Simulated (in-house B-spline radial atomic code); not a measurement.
A calculation on the bismuth ion Bi²⁺ (with a hole in an inner shell): its settings, and results tabulated from the run. Method: Dirac-Kohn-Sham PBE0, spherical fractional occupations, Fermi nucleus of rms radius 5.5211 fm. Calculated with a radial B-spline atomic code at the basis-set limit.

In the input, a minus or plus after the letter marks the j = l - 1/2 or j = l + 1/2 subshell.

Command:
```bash
python run_scf.py task.json out
```
Settings (nuclear radius in fm, mass in u):
```
Z                83
configuration    1s2 2s2 2p6 3s2 3p6 3d10 4s2 4p6 4d10 4f14 5s2 5p-1 5p+4 5d-3 5d+6 6s2 6p3
hamiltonian      dirac
method           pbe0
spin_polarised   False
nucleus          fermi
rms_radius       5.5211
atomic_mass      208.9804
speed_of_light   137.035999084
```

Output (hartree, bohr):
```
 radial grid: 80 intervals, B-splines of order 8, outer radius 60 bohr

 iter        energy (Eh)    residual
    1      -21565.846410    9.72e-01
    2      -21567.099185    8.03e-02
    3      -21567.236599    2.32e-02
    4      -21567.248242    1.04e-02
    5      -21567.249332    2.34e-03
    6      -21567.249503    6.28e-04
    7      -21567.249511    3.72e-05
    8      -21567.249511    1.26e-05
    9      -21567.249511    7.59e-07

 total energy                    -21567.24951
 kinetic                           25185.8610
 electron-nucleus                 -54554.3554
 Hartree                            8196.9705
 exact exchange                      -96.7069
 exchange-correlation               -299.0188

 first-order corrections (not in the total)
   Gaunt                            28.9339
   retardation                      -3.0688
   frequency dependence             -0.5943
   self-energy                      22.0502
   Uehling                          -4.7556
   Wichmann-Kroll                    0.2224
   recoil                            0.0336

 orbital      occ     eigenvalue          <r>       <r^2>       <1/r>       <r^4>       r_max    small
 1s1/2      2.000     -3331.7415    0.0157963 0.000346424     103.171  3.3331e-07    0.009661  1.00e-01
 2s1/2      2.000      -600.7525    0.0657793  0.00518854     25.5746  4.7496e-05     0.05642  2.32e-02
 2p1/2      2.000      -577.1846    0.0539024  0.00364562     25.5255 2.79387e-05      0.0412  2.33e-02
 2p3/2      4.000      -491.9134    0.0629357  0.00482438      20.241 4.56944e-05     0.04902  2.05e-02
 3s1/2      2.000      -146.6726      0.17095   0.0335798     9.37896   0.0017088      0.1587  7.84e-03
 3p1/2      2.000      -135.9876      0.16152   0.0304898     9.28839  0.00147833      0.1478  7.79e-03
 3p3/2      4.000      -116.8372     0.177948   0.0367854     7.90656  0.00212166      0.1635  6.95e-03
 3d3/2      4.000       -99.3088     0.154524   0.0280294     7.80184  0.00138774      0.1269  6.83e-03
 3d5/2      6.000       -95.2591     0.159494   0.0297324     7.49665  0.00154467      0.1312  6.61e-03
 4s1/2      2.000       -35.0370     0.376836    0.160405     3.98417   0.0370605      0.3564  2.71e-03
 4p1/2      2.000       -30.3658     0.377806     0.16252     3.87366   0.0389941      0.3538  2.61e-03
 4p3/2      4.000       -25.6362     0.411856    0.192763     3.40295   0.0546854      0.3853  2.30e-03
 4d3/2      4.000       -18.0250     0.415495    0.199309     3.20715   0.0623108      0.3762  2.10e-03
 4d5/2      6.000       -17.1437     0.426426    0.209717     3.10069   0.0689005      0.3858  2.01e-03
 4f5/2      6.000        -7.2521     0.436178      0.2266     2.77243   0.0979948        0.34  1.66e-03
 4f7/2      8.000        -7.0515     0.442364    0.233027      2.7312    0.103683      0.3445  1.62e-03
 5s1/2      2.000        -7.1937     0.826587    0.764383     1.67677     0.83192        0.77  7.51e-04
 5p1/2      1.000        -5.4253     0.877883    0.866843     1.55877     1.09701      0.8048  6.66e-04
 5p3/2      4.000        -4.6088     0.958983     1.03408     1.39288     1.56371      0.8766  5.72e-04
 5d3/2      3.000        -2.1563      1.15213     1.51957     1.13895     3.68327      0.9959  3.98e-04
 5d5/2      6.000        -2.0958      1.18145     1.59739     1.10649     4.06582       1.021  3.81e-04
 6s1/2      2.000        -1.3747      1.95973      4.2959    0.662674     26.8295       1.766  1.52e-04
 6p1/2      1.000        -0.9237      2.26774     5.78213    0.566408     49.9374       2.002  1.12e-04
 6p3/2      2.000        -0.8007      2.49692     7.00048     0.50757     72.9176       2.206  9.21e-05
```

Cost of the run: 1.7 s on 1 thread of Arm Neoverse V1, on a shared host.

For the Dirac Hamiltonian the kinetic term is c α·p + (β - 1)c².

Caution: exact exchange at fractional occupations of open shells leaves self-interaction of up to several eV.
